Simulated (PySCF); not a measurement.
Electrostatic solvation of a mixed set.

Computed with PySCF at PBE0/pcSseg-1, non-relativistic, each on one gas-phase PBE0-D3(BJ)/def2-SVP geometry that isn't relaxed in the solvent. The solvent is an IEF-PCM continuum (van der Waals radii × 1.2). The model holds no explicit solvent molecules, cavitation or dispersion.

Problem. Order them by E(solvent) − E(gas) in chloroform (ε = 4.711), most negative first (kcal/mol).
A. `[BH2:1][NH:2][BH:3][F:4]` with B1–N2–B3–F4 180°
B. `CC1=CN2C=CN=C2C=C1`
C. `[S:1]=[C:2]=[N:3][CH:4]1[CH2:5][CH2:6][CH2:7][CH2:8][CH2:9]1` with C2–N3–C4–C5 62°, N3–C4–C5–C6 -69°, C4–C5–C6–C7 -55°, C5–C6–C7–C8 55°, C6–C7–C8–C9 -55°
D. `[CH3:1][O+:2]1[AlH2-:3][O+:4]([CH3:5])[AlH-:6]1[CH2:7][C:8]#[N:9]` with O4–Al6–C7–C8 53°
E. thiofulminic acid (`C#[N+][S-]`)
F. `[CH2:1]=[CH:2][C:3](=[CH2:4])[CH2:5][NH:6][C:7]([CH3:8])=[S:9]` with C1–C2–C3–C4 175°, C2–C3–C5–N6 -67°, C3–C5–N6–C7 129°, C5–N6–C7–C8 -178°

Solution. D (-8.3), F (-6.1), B (-5.6), E (-4.5), C (-2.6), A (-1.6).

```json
{"SMILES": "C[O+]1[AlH2-][O+](C)[AlH-]1[CH2]C#N", "charge": "0", "ΔE (kcal/mol)": "-8.3", "polarisation term (kcal/mol)": "-9.5", "HOMO shift (eV)": "+0.07", "dipole gas (D)": "4.34", "dipole solvent (D)": "5.26", "atoms": "20"}
{"SMILES": "C=CC(=C)CNC(C)=S", "charge": "0", "ΔE (kcal/mol)": "-6.1", "polarisation term (kcal/mol)": "-7.4", "HOMO shift (eV)": "-0.21", "dipole gas (D)": "4.40", "dipole solvent (D)": "5.92", "atoms": "20"}
{"SMILES": "Cc1ccc2nccn2c1", "charge": "0", "ΔE (kcal/mol)": "-5.6", "polarisation term (kcal/mol)": "-6.5", "HOMO shift (eV)": "-0.05", "dipole gas (D)": "3.81", "dipole solvent (D)": "4.94", "atoms": "18"}
{"SMILES": "C#[N+][S-]", "charge": "0", "ΔE (kcal/mol)": "-4.5", "polarisation term (kcal/mol)": "-5.7", "HOMO shift (eV)": "-0.10", "dipole gas (D)": "3.66", "dipole solvent (D)": "4.92", "atoms": "4"}
{"SMILES": "S=C=NC1CCCCC1", "charge": "0", "ΔE (kcal/mol)": "-2.6", "polarisation term (kcal/mol)": "-3.1", "HOMO shift (eV)": "-0.17", "dipole gas (D)": "3.82", "dipole solvent (D)": "4.85", "atoms": "20"}
{"SMILES": "BNBF", "charge": "0", "ΔE (kcal/mol)": "-1.6", "polarisation term (kcal/mol)": "-1.7", "HOMO shift (eV)": "+0.10", "dipole gas (D)": "0.93", "dipole solvent (D)": "1.09", "atoms": "8"}
```

Over the 6 neutral species the correlation coefficient of ΔE with the squared gas-phase dipole is -0.80. The polarisation term is half the interaction of the solute with the induced surface charges.
